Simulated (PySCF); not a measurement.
## C4H8BFO2: full NMR table

```
Formula                               : C4H8BFO2
SMILES                                : CB1OCC(F)CO1
InChI                                 : InChI=1S/C4H8BFO2/c1-5-7-2-4(6)3-8-5/h4H,2-3H2,1H3
Point group of the computed structure : C1
Carbon signals                        : 3
Proton signals                        : 4
```

Structure with atom numbers: `[CH3:1][B:2]1[O:3][CH2:4][CH:5]([F:6])[CH2:7][O:8]1` (H(Xn): hydrogen on atom n). Ha(C4), Ha(C7) are cis to F6 on the ring; Hb(C4), Hb(C7) are trans to F6 on the ring.

Method: J: B3LYP/pcJ-1 (spin–dipole term only in couplings to heteroatoms), PBE0-D3(BJ)/def2-SVP structure, GIAO KT2/pcSseg-1 shieldings, in PySCF (a single conformation, in vacuum, non-relativistic, fast rotation and ring inversion assumed for equivalent nuclei).

Chemical shifts δ = σref − σ; ¹H, ¹³C against TMS; CFCl3 for ¹⁹F; ¹¹B vs BF3·OEt2; ¹⁷O vs H2O, all at this level.

```tsv
carbon	δC, type	δH (multiplicity, J in Hz)	HMBC from (abs. J ≥ 3 Hz)	span of the C tensor (ppm)
C1	-3.7, CH3	0.13 (s)	–	15
C4/C7	67.2, CH2	Hb(C4) 4.17 (dd, 12.2, 6.0); Ha(C4) 3.77 (ddd, 12.2, 11.1, 6.8)	Hb(C4)/Hb(C7), Ha(C4)/Ha(C7)	53
C5	84.5, CH	4.46 (dtt, 56.2, 11.1, 6.0)	Hb(C4)/Hb(C7), Ha(C4)/Ha(C7)	81
```

Other nuclei:
| atoms | nucleus | environment | δ (ppm) | σ (ppm) |
| --- | --- | --- | --- | --- |
| F6 | ¹⁹F | fluorine on an sp3 carbon | -253.7 | 392.3 |
| B2 | ¹¹B | boron bonded to C, 2 O, in a 6-membered ring | 24.7 | 75.2 |
| O3/O8 | ¹⁷O | oxygen bonded to C, B, in a 6-membered ring | 118.8 | 211.9 |

Selected couplings (Hz, signed; the shortest-range and largest first, 30 at most; isotopes ¹³C, ¹⁹F, ¹H, ¹¹B): ¹J(C5,F6) -237.2, ¹J(C4,Hb(C4)) 156.5, ¹J(C5,H(C5)) 156.5, ¹J(C4,Ha(C4)) 148.4, ¹J(C1,H(C1)) 125.9, ¹J(C1,B2) 81.5, ¹J(C4,C5) 40.7, ²J(F6,H(C5)) 56.2, ²J(C4,F6) 23.9, ²J(Hb(C4),Ha(C4)) -12.2, ²J(B2,H(C1)) -6.5, ²J(B2,C4) -2.0, ³J(Ha(C4),H(C5)) 11.1, ³J(F6,Ha(C4)) 6.8, ³J(B2,C5) 6.4, ³J(Hb(C4),H(C5)) 6.0, ³J(B2,Hb(C4)) 4.2, ³J(C1,C4) 2.4, ⁴J(B2,F6) -1.5.

- δC 84.5: sp3 CH bonded to F; the inductive effect lowers its shielding.
- δC 67.2: sp3 CH2 bonded to O; pulled downfield by the heteroatom.
- δC -3.7: methyl carbon bonded to B.
- δH 4.46: hydrogen on an sp3 CH bonded to F; its carbon carries F, an electronegative neighbour.
- δH 4.17, 3.77: hydrogen on an sp3 CH2 bonded to O; its carbon carries O, which withdraws density.
- The protons at 4.17 and 3.77 share a coupling of 12.2 Hz (geminal).
- The protons at 3.77 and 4.46 share a coupling of 11.1 Hz (vicinal).
- The protons at 4.17 and 4.46 share a coupling of 6.0 Hz (vicinal).

A carbon bonded to boron is broadened by the quadrupolar boron nucleus and is often missing from a measured spectrum. C–F couplings over four or more bonds (about 3 Hz to the para carbon of a fluoroarene) are left out. Common functionals overestimate the size of one-bond C–F couplings by tens of Hz; these are unscaled. Splittings below 1 Hz are ignored in the labels, and close J values are merged. Couplings among chemically equivalent protons are left out too, so labels in AA′BB′ or AA′XX′ sets are apparent multiplicities. Unscaled 3J(H,H) at this level run about 10 % above measured values. Shifts are as computed. Against solution values, carbons near 30 ppm lie about +2 ppm off and those near 130 ppm about -5 ppm. Of 1313 compounds with measured shifts, 239 miss one by over three times the rms of a fit or turn the order of signals round; such compounds aren't used in these exercises. Unscaled 19F shifts against computed CFCl3 carry errors that often reach 10 to 50 ppm. Experimental scales use liquid or dissolved standards, which lie at an offset from isolated H2O (liquid H2O: subtract about 36 ppm).
